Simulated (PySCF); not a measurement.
Cr⁺: excitation energy

Cr⁺ [Ar] 3d5 (6S) → Cr⁺ [Ar] 3d4 4p1 (high-spin determinant), as a difference of total energies. All numbers are calculated (PySCF 2.14, the spin-free X2C one-electron Hamiltonian (Gaussian nucleus), in ANO-RCC-VTZP). Correlated levels: valence: [Ar] frozen; valence and next inner shell: [Ne] frozen. The calculations carry no spin-orbit coupling.

```json
{"method": "UHF", "excitation energy (eV)": "4.920"}
{"method": "LDA", "excitation energy (eV)": "6.195"}
{"method": "PBE", "excitation energy (eV)": "5.918"}
{"method": "PBE0", "excitation energy (eV)": "5.815"}
{"method": "r2SCAN", "excitation energy (eV)": "5.815"}
{"method": "HSE06", "excitation energy (eV)": "5.780"}
{"method": "PBEsol", "excitation energy (eV)": "6.038"}
{"method": "BHandHLYP", "excitation energy (eV)": "5.585"}
{"method": "MP2 (valence)", "excitation energy (eV)": "5.696"}
{"method": "SCS-MP2 (valence)", "excitation energy (eV)": "5.179"}
{"method": "MP2 (valence and next inner shell)", "excitation energy (eV)": "6.208"}
{"method": "SCS-MP2 (valence and next inner shell)", "excitation energy (eV)": "5.663"}
```

Question: How much does correlation contribute at MP2 (valence and next inner shell)?

Answer: 6.208 − (4.920) = 1.288 eV, measured against UHF.

A first-order spin-orbit estimate (lowest level to lowest level, LS coupling) adds -0.067 eV.

The basis was made for the ground configuration and has no added diffuse functions, so the excitation energy can come out too high.

The determinant of the upper state mixes LS terms, which raises its energy above the lowest term, most at the Hartree-Fock and MP2 levels.
